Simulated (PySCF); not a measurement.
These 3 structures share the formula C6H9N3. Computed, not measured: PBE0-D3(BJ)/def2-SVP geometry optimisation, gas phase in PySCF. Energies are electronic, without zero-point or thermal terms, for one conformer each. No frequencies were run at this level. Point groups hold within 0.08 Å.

Question: Order them by energy at this level, lowest first, and give relative energies in kcal/mol.
A. `[CH3:1][CH2:2][CH2:3][c:4]1[n:5][cH:6][n:7][cH:8][n:9]1` with C1–C2–C3–C4 180°, C2–C3–C4–N5 -89°
B. `[CH3:1][CH2:2][c:3]1[cH:4][c:5]([CH3:6])[n:7][n:8][n:9]1` with C1–C2–C3–C4 -115°
C. `[CH3:1][c:2]1[n:3][nH:4][n:5][c:6]1[CH:7]1[CH2:8][CH2:9]1` with N5–C6–C7–C8 35°

Answer: A (0.0), C (27.7), B (39.7).

As drawn, the highest has an N–N linkage, which the lowest lacks.

| SMILES | E (Eh) | E rel (kcal/mol) | dipole (D) | point group | A, B, C (MHz) |
| --- | --- | --- | --- | --- | --- |
| CCCc1ncncn1 | -397.57619 | 0.0 | 0.97 | Cs | 4795, 911.0, 823.3 |
| Cc1n[nH]nc1C1CC1 | -397.53197 | 27.7 | 0.52 | near Cs | 3033, 1312, 992.7 |
| CCc1cc(C)nnn1 | -397.51285 | 39.7 | 5.13 | C1 | 3549, 1132, 917.0 |
